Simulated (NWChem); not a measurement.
All runs are NWChem calculations. System: C2H5BClN, charge 0, spin multiplicity 1, at a geometry optimised with B3LYP/def2-SVP. The structure started from a generated list of species. Level: MP2/def2-TZVP, 9 core orbitals frozen.

Job file:

```
start mol
memory heap 200 mb stack 800 mb global 1000 mb
geometry units angstroms nocenter noautoz noautosym
  B      0.952484    -1.007159    -0.141680
  H      1.433873    -1.460648     0.878827
  H      1.747833    -0.886097    -1.053664
  Cl    -0.616771    -1.876381    -0.655065
  C     -0.229294     2.876506     0.807859
  C      0.200655     1.526039     0.488145
  N      0.534566     0.456462     0.224875
  H     -1.327515     2.934359     0.757977
  H      0.200613     3.589348     0.087815
  H      0.097756     3.146805     1.823398
end
basis spherical
  * library def2-tzvp
end
scf
  rhf
  nopen 0
  maxiter 100
  thresh 1e-7
  semidirect memsize 60000000 filesize 0
end
mp2
  freeze core 9
end
task mp2 energy
```

Output (cleaned and shortened):

```
             Northwest Computational Chemistry Package (NWChem) 7.3.0
             --------------------------------------------------------

                                NWChem Input Module
                                -------------------

 Scaling coordinates for geometry "geometry" by  1.889725989
 (inverse scale =  0.529177249)

                             Geometry "geometry" -> ""
                             -------------------------

 Output coordinates in angstroms (scale by  1.889725989 to convert to a.u.)

  No.       Tag          Charge          X              Y              Z
 ---- ---------------- ---------- -------------- -------------- --------------
    1 B                    5.0000     0.95248400    -1.00715900    -0.14168000
    2 H                    1.0000     1.43387300    -1.46064800     0.87882700
    3 H                    1.0000     1.74783300    -0.88609700    -1.05366400
    4 Cl                  17.0000    -0.61677100    -1.87638100    -0.65506500
    5 C                    6.0000    -0.22929400     2.87650600     0.80785900
    6 C                    6.0000     0.20065500     1.52603900     0.48814500
    7 N                    7.0000     0.53456600     0.45646200     0.22487500
    8 H                    1.0000    -1.32751500     2.93435900     0.75797700
    9 H                    1.0000     0.20061300     3.58934800     0.08781500
   10 H                    1.0000     0.09775600     3.14680500     1.82339800

 Effective nuclear repulsion energy (a.u.)     178.0751863757

            Nuclear Dipole moment (a.u.)
            ----------------------------
        X                 Y               Z
 ---------------- ---------------- ----------------
     0.0000018897    -0.0000018897    -0.0000056692


 Summary of "ao basis" -> "" (spherical)
 ------------------------------------------------------------------------------
       Tag                 Description            Shells   Functions and Types
 ---------------- ------------------------------  ------  ---------------------
 *                         def2-tzvp                  on all atoms
[...]
  Active beta occupied  =     14
  Active alpha virtual  =    168
  Active beta virtual   =    168
  Use MO symmetry       = F
  Use skeleton AO sym   = F

  AO/Fock/Back tols     =   1.0D-09  1.0D-09  1.0D-09

 GA uses MA = F    GA memory limited = T

 Available:
  local mem=  1.15D+08
 global mem=  1.31D+08
 local disk=  0.00D+00
  mp2_memr nvloc                   168
  nvloc new                   168
   1 passes of  14:        5242880                     191974                 133193076.
   1 passes of  14: M    114678693           G      130999038           F     109435813.
  mp2_memr nvloc                   168
  nvloc new                   168
   2 passes of   7:        5242880                     133197                  66627712.
   2 passes of   7: M    114678693           G      130999038           F     109435813.

 Semi-direct pass number   1 of   2  for RHF alpha+beta  at      140.8s
  vrange nnbf                 16648
  mp2_eaftype                   254  avail_ma_in_mb                   999
 EAF : mp2_eaftype filesize         254   33313856.
  mp2_eaf for mointskh                    254
Node 0 wrote    156.6 Mb in      0.1 s     Agg I/O rate:  1863.3 Mb/s
 Done moints_semi at      170.2s
  mp2_eaftype                   254  avail_ma_in_mb                   745
 EAF : mp2_eaftype filesize         254   33313856.
  mp2_eaf for kh                   254
 Done maket at      171.2s
 Semi-direct pass number   2 of   2  for RHF alpha+beta  at      171.2s
  vrange nnbf                 16648
  mp2_eaftype                   254  avail_ma_in_mb                   745
 EAF : mp2_eaftype filesize         254   33313856.
  mp2_eaf for mointskh                    254
Node 0 wrote    156.6 Mb in      0.1 s     Agg I/O rate:  1832.7 Mb/s
 Done moints_semi at      202.6s
  mp2_eaftype                   254  avail_ma_in_mb                   745
 EAF : mp2_eaftype filesize         254   33313856.
  mp2_eaf for kh                   254
 Done maket at      203.7s
 Done multipass loop at      203.7s

          -------------------------------------------
          SCF energy                -617.373265960526
          Correlation energy          -0.810966348282
          Singlet pairs               -0.518851070853
          Triplet pairs               -0.292115277428
          Total MP2 energy          -618.184232308807
          -------------------------------------------

          ---------------------------------------------------
                    Spin Component Scaled (SCS) MP2
          Same spin pairs                     -0.194743518285
          Same spin scaling factor             0.333333333333
          Opposite spin pairs                 -0.616222829996
          Opposite spin scaling fact.          1.200000000000
          SCS-MP2 correlation energy          -0.804381902090
          Total SCS-MP2 energy              -618.177647862616
          ---------------------------------------------------

 -----------------------
 Performance information
 -----------------------

 Timer overhead =  2.11D-07 seconds/call

               Nr. of calls         CPU time (s)                 Wall time (s)                GFlops
             ---------------    -------------------     ------------------------------   -------------------
Name         Min   Avg   Max    Min     Avg     Max     Min     Avg     Max   Mx/calls   Min     Max     Sum
mp2: moin     2     2     2    61.     61.     61.      61.     61.     61.     30.      0.0     0.0     0.0
mp2: make     2     2     2    2.2     2.2     2.2      2.2     2.2     2.2     1.1      0.0     0.0     0.0
mp2: tota     1     1     1    63.     63.     63.      63.     63.     63.     63.      0.0     0.0     0.0

 The average no. of pstat calls per process was 5.00D+00
 with a timing overhead of 1.06D-06s

 Task  times  cpu:      203.7s     wall:      203.7s

 Total times  cpu:      203.7s     wall:      203.7s
```
